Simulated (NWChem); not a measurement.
Total energies of HO2

SMILES: [O]O
```xyz
3

O      0.5033    -0.3382     0.0000
O     -0.6523     0.2932     0.0000
H      1.1922     0.3603     0.0000
```
Charge 0, spin multiplicity 2.

Everything below was run with NWChem. Structure: optimised with UB3LYP/def2-SVP, a minimum by its harmonic frequencies.

Basis set: cc-pVQZ (140 functions).

| method | total energy (Ha) | relative cost |
|---|---|---|
| UHF | -150.24866 | 1 |
| UMP2 | -150.72808 | under 3 |
| UB2PLYP | -150.89427 | under 3 |
| UPBE | -150.83461 | under 3 |
| UB3LYP | -150.98240 | under 3 |
| UTPSS | -151.00223 | under 3 |

Total energies of different functionals aren't comparable as a measure of quality: only differences taken within one method are. Costs are rough ratios of processor time within this set of runs, SCF included, with UHF as 1.

The correlated methods keep 2 core orbitals frozen. B3LYP has NWChem's definition, with VWN1-RPA local correlation. The structure started from a generated list of species. The unpaired electrons of the parent sit in orbitals of symmetry a" (Cs labels of the run); other states weren't searched. No SCF solution was tested for a lower state. Open-shell Hartree-Fock references start from PBE0 orbitals; any time given for them includes that run.
